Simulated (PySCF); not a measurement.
**`C[C@H]1CC[Si@H](P)N1`, C4H12NPSi**

Cartesian coordinates in Å; atom numbers follow the order of the lines, from 1:
```xyz
19

C    -2.0877    0.8206    0.2054
C    -1.1503   -0.2784    0.7030
C    -0.7761   -1.2619   -0.4081
C     0.3137   -0.6387   -1.2780
Si    1.2614    0.4844   -0.0679
P     3.2560   -0.2792    0.6194
N     0.1116    0.2491    1.1821
H    -1.6377    1.3356   -0.6386
H    -2.2724    1.5468    0.9945
H    -3.0398    0.3959   -0.1030
H    -1.6428   -0.8127    1.5262
H    -0.3811   -2.1648    0.0594
H    -1.6552   -1.5359   -0.9926
H     0.9153   -1.4113   -1.7508
H    -0.1284   -0.0461   -2.0766
H     1.3428    1.8586   -0.6157
H     3.8873    0.0223   -0.5735
H     3.6281    0.9261    1.1851
H     0.0455    0.7990    2.0222
```

The calculation used TDDFT CAM-B3LYP/def2-SVPD circular dichroism and optical rotation, one conformer, gas phase (PySCF). Geometry: GFN2-xTB.

The molecule is flexible and this is one conformer; a measurement averages over conformers.

Task: Assign R or S to each stereocentre.

Result: C2 S, Si5 S.

Task: List the lowest 12 singlet excitations with oscillator and rotatory strengths.

Result: Rotatory strengths R in 10⁻⁴⁰ esu² cm², velocity form and length form (origin at the centre of mass); f in length form.
| state | E (eV) | λ (nm) | f | R (velocity) | R (length) | main |
| --- | --- | --- | --- | --- | --- | --- |
| 1 | 5.94 | 209 | 0.003 | -10.3 | -8.9 | HOMO→LUMO 0.52, HOMO→LUMO+1 0.41 |
| 2 | 6.20 | 200 | 0.007 | -1.2 | -1.5 | HOMO→LUMO+1 0.39, HOMO→LUMO 0.32 |
| 3 | 6.63 | 187 | 0.023 | +15.6 | +15.6 | HOMO→LUMO+2 0.40, HOMO−1→LUMO+1 0.15 |
| 4 | 6.71 | 185 | 0.004 | +2.1 | +1.5 | HOMO−1→LUMO+1 0.23, HOMO−1→LUMO 0.19 |
| 5 | 6.92 | 179 | 0.103 | -72.1 | -73.1 | HOMO→LUMO+4 0.39, HOMO→LUMO+3 0.19 |
| 6 | 7.07 | 175 | 0.110 | +48.0 | +46.3 | HOMO→LUMO+3 0.32, HOMO−1→LUMO+1 0.28 |
| 7 | 7.17 | 173 | 0.032 | -17.0 | -17.2 | HOMO−1→LUMO 0.25, HOMO→LUMO+2 0.18 |
| 8 | 7.37 | 168 | 0.043 | -13.9 | -14.3 | HOMO→LUMO+5 0.39, HOMO−1→LUMO+5 0.13 |
| 9 | 7.42 | 167 | 0.162 | +4.2 | +5.5 | HOMO−1→LUMO+2 0.34, HOMO→LUMO+5 0.25 |
| 10 | 7.60 | 163 | 0.007 | -7.9 | -7.6 | HOMO→LUMO+6 0.25, HOMO→LUMO+3 0.20 |
| 11 | 7.74 | 160 | 0.040 | +18.9 | +19.5 | HOMO−1→LUMO+4 0.41, HOMO→LUMO+4 0.15 |
| 12 | 7.87 | 158 | 0.053 | +54.5 | +55.1 | HOMO−2→LUMO 0.67, HOMO→LUMO+7 0.14 |

Among the states computed, the strongest CD band (largest |R|) is state 5. The largest dissymmetry factor in size, g = 4R/(D+G), with D and G the electric and magnetic dipole strengths, is -0.03 for state 1 (velocity form, f = 0.003), among bands with |R| over 0.5. The mirror image has the same energies and oscillator strengths and all R with the opposite sign.
